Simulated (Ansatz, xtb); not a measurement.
Two isomers of C3H12GeN2

Structure I is `C[CH](C)[GeH]([NH2])[NH2]`, a singlet and structure II is `CCC[NH][GeH2][NH2]`, a singlet. Both are isolated molecules in the gas phase, relaxed with r2SCAN-D4/def2-SVP, each in the lowest conformer that the search found.

Quicker runs give these differences E(II) − E(I): GFN2-xTB −5.3 kcal/mol; HF/STO-3G +4.0 kcal/mol (at GFN2-xTB geometries); r2SCAN-D4/def2-SVP//GFN2-xTB +10.2 kcal/mol.

Problem. Estimate E(II) − E(I) at the level CCSD(T)/def2-SVP + ΔMP2/def2-TZVPP.

Solution. Calculated at CCSD(T)/def2-SVP + ΔMP2/def2-TZVPP: E(II) − E(I) = +14.6 kcal/mol, so structure I lies lower.

Level by level:

```json
{"level": "GFN2-xTB", "geometry": "GFN2-xTB", "E(II) − E(I) (kcal/mol)": "−5.3", "departure from the last row (kcal/mol)": "−19.8", "job, with rough time for the two": "optimisation, 0.31 s"}
{"level": "HF/STO-3G", "geometry": "GFN2-xTB", "E(II) − E(I) (kcal/mol)": "+4.0", "departure from the last row (kcal/mol)": "−10.5", "job, with rough time for the two": "single point, 0.52 s"}
{"level": "r2SCAN-D4/def2-SVP//GFN2-xTB", "geometry": "GFN2-xTB", "E(II) − E(I) (kcal/mol)": "+10.2", "departure from the last row (kcal/mol)": "−4.4", "job, with rough time for the two": "single point, 4.6 s"}
{"level": "r2SCAN-D4/def2-SVP", "geometry": "r2SCAN-D4/def2-SVP", "E(II) − E(I) (kcal/mol)": "+10.1", "departure from the last row (kcal/mol)": "−4.5", "job, with rough time for the two": "optimisation, 59 s"}
{"level": "HF/def2-SVP", "geometry": "r2SCAN-D4/def2-SVP", "E(II) − E(I) (kcal/mol)": "+7.7", "departure from the last row (kcal/mol)": "−6.9", "job, with rough time for the two": "part of the CCSD(T) run"}
{"level": "MP2/def2-SVP", "geometry": "r2SCAN-D4/def2-SVP", "E(II) − E(I) (kcal/mol)": "+10.7", "departure from the last row (kcal/mol)": "−3.9", "job, with rough time for the two": "part of the CCSD(T) run"}
{"level": "CCSD(T)/def2-SVP", "geometry": "r2SCAN-D4/def2-SVP", "E(II) − E(I) (kcal/mol)": "+9.3", "departure from the last row (kcal/mol)": "−5.3", "job, with rough time for the two": "single point"}
{"level": "CCSD(T)/def2-SVP + ΔMP2/def2-TZVPP", "geometry": "r2SCAN-D4/def2-SVP", "E(II) − E(I) (kcal/mol)": "+14.6", "departure from the last row (kcal/mol)": "", "job, with rough time for the two": "single point, 2.2 min"}
```

As drawn, II has 1 C–N, 1 Ge–H in place of 1 C–Ge, 1 N–H.

GFN2-xTB puts the two in the other order. The largest departure from CCSD(T)/def2-SVP + ΔMP2/def2-TZVPP is that of GFN2-xTB, 19.8 kcal/mol. The last row adds to CCSD(T) the change of the MP2 difference between the two basis sets, here +5.3 kcal/mol, a large step that makes the value less sure.

With thermal terms from frequencies at re-optimised GFN2-xTB minima (ideal gas, soft modes damped towards free rotors, one conformer each, 298.15 K, 1 atm): on the last row, ΔE + ΔZPE = +14.4, ΔH = +13.9, ΔG = +14.6 kcal/mol.

The correlated steps freeze 14 core orbitals; the filled d shell of Ge is correlated, in a basis made for valence electrons. Programs: Ansatz 0.2.0, xtb 6.7.1; the last row on 4 threads of Arm Neoverse V1 on a shared host.
